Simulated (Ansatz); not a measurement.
Z-matrix (Å, degrees):
```
B
H 1 1.1941
H 1 1.1941 2 124.97
I 1 2.1090 2 117.52 3 -179.90
```
Charge 0, spin multiplicity 1.

The numbers are results of frozen-core CCSD(T)/def2-TZVPP // PBE-D3(BJ)/def2-TZVP run with Ansatz (a program for electronic structure), not measurements.

| Quantity | Value |
|---|---|
| HF energy | -322.52258 Ha |
| MP2 correlation energy | -0.60228 Ha |

**Question.** Estimate the CCSD correlation energy, the (T) correction, the total energy and the T1 diagnostic.

**Answer.** 
```json
{
  "CCSD correlation energy": "-0.58852 Ha",
  "(T) correction": "-0.01454 Ha",
  "CCSD(T) total energy": "-323.12564 Ha",
  "T1 diagnostic": "0.012"
}
```
